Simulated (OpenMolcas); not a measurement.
# Worked example: vertical ionisation energy of HBr (SMILES Br)

HBr: 2 atoms, total charge 0, spin state singlet. As SMILES, `Br`. The coordinates come from a GFN2-xTB relaxation.

```xyz
2

Br   -0.5949    0.2150   -0.3008
H     0.5949   -0.2150    0.3008
```

Both states at this one shape; open shells run unrestricted unless said. 1 Eh = 27.2114 eV.

| level | program | singlet HBr (Eh) | doublet HBr+ (Eh) |
| --- | --- | --- | --- |
| CCSD[T]/ANO-S-VDZP, open shells restricted, 9 core orbitals frozen | OpenMolcas | -2573.192704 | -2572.771240 |
| CCSD(T)/ANO-R1 (sfX2C), open shells restricted, 9 core orbitals frozen | OpenMolcas | -2605.565272 | -2605.148605 |
| CCSD(T)/ANO-R2 (sfX2C), open shells restricted, 9 core orbitals frozen | OpenMolcas | -2605.719113 | -2605.289398 |

**Question.** Work out the vertical ionisation energy at each level.

**Answer.** 
1. CCSD[T]/ANO-S-VDZP, open shells restricted: -2572.771240 − (-2573.192704) = 0.421464 Eh = 11.47 eV.
2. CCSD(T)/ANO-R1 (sfX2C), open shells restricted: -2605.148605 − (-2605.565272) = 0.416667 Eh = 11.34 eV.
3. CCSD(T)/ANO-R2 (sfX2C), open shells restricted: -2605.289398 − (-2605.719113) = 0.429715 Eh = 11.69 eV.

No measured value is set beside it here; the levels span 11.34 to 11.69 eV. Spin-orbit coupling, which splits open shells on such heavy atoms by tenths of an eV, is left out. All-electron rows are non-relativistic unless named.
